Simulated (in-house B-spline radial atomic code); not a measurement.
How numerical settings move a run on In, [Kr] 4d10 5s2 5p1. Computed with a B-spline radial code for spherical atoms: Dirac-Kohn-Sham BLYP, spherical fractional occupations, Fermi nucleus of rms radius 4.6156 fm.

Command:
```bash
python run_scf.py task.json out
```
Settings of the sound reference run:
```
Z                49
electrons        49
configuration    [Kr] 4d10 5s2 5p1
hamiltonian      dirac
method           b88,lyp
spin_polarised   False
nucleus          fermi
rms_radius       4.6156
mass_number      115
atomic_mass      114.9039
speed_of_light   137.036
knot_spacing     0.22
spline_order     8
gauss_points     12
box_radius       50
max_iterations   70
damping          0.5
damped_steps     3
diis_vectors     10
tolerance        1e-08
start            Thomas-Fermi
```

Time taken, with all properties: 1.5 s on 1 thread of Arm Neoverse V1 (shared host).

It converges in 10 iterations to -5883.687276 hartree, with 5p3/2 at -2.36976 eV. The other runs change the listed settings, some to values that make no sense; their results aren't properties of the atom or ion. Radii are in bohr (the nuclear one in fm), a minus after a letter asks for a j subshell, and «unchanged» means within 1e-8 hartree. The run stops when the residual is below 10 × tolerance × max(1, Z/10), or a noise floor if that is larger, and the energy moves by less than 1e-8 × √|E| hartree; so very loose and very tight tolerances often act alike.

| changed settings | outcome |
| --- | --- |
| box_radius = 5 | converged in 9 iterations, energy +1.49e-01 hartree from the reference, 5p3/2 level +4.3e+00 eV (the program warns: 5p3/2 has a positive eigenvalue: unbound, held by the box; 5p1/2 has a positive eigenvalue: unbound, held by the box) |
| electrons = 50, configuration = [Kr] 4d10 5s2 5p1 6p-1, max_iterations = 100 | converged in 24 iterations to -5883.6855 hartree, a different physical problem (warning: 6p1/2 has a positive eigenvalue: unbound, held by the box) |
| first_knot = 0.00204 | converged in 10 iterations, energy +3.20e-02 hartree from the reference, 5p3/2 level +7.6e-06 eV |
| box_radius = 7.5 | converged in 10 iterations, energy +1.22e-02 hartree from the reference, 5p3/2 level +6.6e-01 eV (the program warns: 5p3/2 reaches the box edge; 4d3/2 reaches the box edge) |
| spline_order = 5 | converged in 10 iterations, energy +1.05e-04 hartree from the reference, 5p3/2 level -6.5e-07 eV |
| box_radius = 2 | converged in 8 iterations, energy +1.43e+01 hartree from the reference, 5p3/2 level +1.3e+02 eV (the program warns: 5p3/2 has a positive eigenvalue: unbound, held by the box; 4d3/2 has a positive eigenvalue: unbound, held by the box) |
| box_radius = 3 | converged in 8 iterations, energy +2.10e+00 hartree from the reference, 5p3/2 level +3.0e+01 eV (the program warns: 5p3/2 has a positive eigenvalue: unbound, held by the box; 5s1/2 has a positive eigenvalue: unbound, held by the box) |
| gauss_points = 16, first_knot = 2.04e-05, max_iterations = 75, diis_vectors = 4 | converged in 10 iterations, energy +1.48e-06 hartree from the reference |
| box_radius = 200 | converged in 10 iterations, energy unchanged |
| gauss_points = 16, first_knot = 0.00204, max_iterations = 100, damped_steps = 8, diis_vectors = 0 | converged in 16 iterations, energy -2.20e-02 hartree from the reference, 5p3/2 level +4.8e-05 eV |
| box_radius = 15 | converged in 10 iterations, energy +2.50e-05 hartree from the reference, 5p3/2 level +4.1e-03 eV (the program warns: 5p3/2 reaches the box edge; 5p1/2 reaches the box edge) |
| first_knot = 0.000204 | converged in 10 iterations, energy -1.99e-04 hartree from the reference, 5p3/2 level +5.2e-07 eV |
| max_iterations = 5, damped_steps = 8, start = bare nucleus | not converged after 5 iterations, last residual 1.3e-01, last energy +5.72e-01 hartree from the reference |
| box_radius = 100, first_knot = 2.04e-06, max_iterations = 50 | converged in 9 iterations, energy +3.36e-06 hartree from the reference, 5p3/2 level +4.2e-05 eV |
| method = hf, speed_of_light = 24.50204 | stopped with error: Z/c is past the critical charge |
| first_knot = 0.0204 | converged in 10 iterations, energy +1.40e+00 hartree from the reference, 5p3/2 level +4.6e-03 eV |
| spline_order = 4 | converged in 10 iterations, energy +3.06e-03 hartree from the reference, 5p3/2 level -2.2e-05 eV |
| spline_order = 3 | converged in 10 iterations, energy +1.72e-01 hartree from the reference, 5p3/2 level -8.4e-04 eV |

**Question.** What happens with spline_order = 7?

**Answer.** Converged in 10 iterations, energy +5.55e-06 hartree from the reference, 5p3/2 level +4.0e-07 eV.

**Question.** What happens with spline_order = 10?

**Answer.** Converged in 10 iterations, energy +3.48e-06 hartree from the reference, 5p3/2 level +3.9e-07 eV.

**Question.** What happens with box_radius = 10?

**Answer.** Converged in 10 iterations, energy +1.46e-03 hartree from the reference, 5p3/2 level +1.3e-01 eV (the program warns: 5p3/2 reaches the box edge; 5s1/2 reaches the box edge).

**Question.** What happens with first_knot = 0.0612?

**Answer.** Converged in 10 iterations, energy +1.82e+01 hartree from the reference, 5p3/2 level +7.5e-02 eV.
